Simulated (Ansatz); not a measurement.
Consider the formal exchange of groups at a B–N bond: `NB1B[SiH2]1` + `[GaH3]` → `[GaH2][B]1B[SiH2]1` + NH₃.

Computed with Ansatz on PBE0-D4/def2-TZVP structures; ΔE is electronic, products minus reactants. CCSD(T)/CBS adds triple-zeta CCSD(T) − MP2 to the extrapolated MP2 energy (def2 sets, frozen cores). This one scheme is used for every species. DFT in def2-TZVPP. B3LYP here is the variant with VWN-RPA as its local correlation; programs differ in this. For Ga outer-core shells are correlated without core-valence functions, which leaves a few kJ/mol of doubt a bond. Scalar relativity is left out up to krypton. Each species was taken in one conformer, which may not be the lowest.

(1) Is it downhill or uphill in electronic energy at CCSD(T)/CBS, and by how much? (Best estimate.)

(2) What do these levels give: B3LYP-D4, CAM-B3LYP-D4, ωB97M-V, BLYP, r2SCAN, BHLYP? (Estimate.)

Largest T1 diagnostic among the species: 0.015.

## Answers

(1) Ansatz gave: Uphill: ΔE = +0.53 eV.

(2) Computed: B3LYP-D4 0.86, CAM-B3LYP-D4 0.90, ωB97M-V 0.76, BLYP 0.88, r2SCAN 0.70, BHLYP 0.90 eV.

In def2-TZVPP, CCSD(T) changes the Hartree–Fock value by −0.40 eV (the triples alone add −0.06 eV) and MP2 by −0.47 eV. Leaving LDA and LC-ωPBE aside and taking each functional with its dispersion term where it has one, the values, not all of them listed here, spread over 0.28 eV, from PBE-QIDH to CAM-B3LYP-D4. LDA lies +0.07 eV from PBE without D4. At CCSD(T), def2-SVP lies +0.36 eV from the extrapolated value and def2-TZVPP +0.06 eV.
